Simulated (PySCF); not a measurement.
CHBClF3, SMILES FC(F)(F)BCl.

Geometry: B3LYP-D3(BJ)/def2-SVP. The structure was generated by enumeration, and PubChem lists no compound with its InChIKey, so it may never have been made.

These are PBE/def2-TZVP (PySCF) values and carry that method's errors.

The molecule is in vacuum.

Computed frontier levels, gap, dipole moment and polarisability:
* **highest occupied level**: -7.84 eV
* **lowest empty level**: -3.51 eV
* **orbital gap**: 4.33 eV
* **dipole moment**: 1.51 D
* **quadrupole, principal values (traceless, Buckingham form, about the centre of nuclear charge)**: -0.94, 0.14, 0.80 D·Å
* **mean static polarisability**: 41.1 bohr³ (6.08 Å³)
* **polarisability, principal values**: 33.8, 37.7, 51.6 bohr³
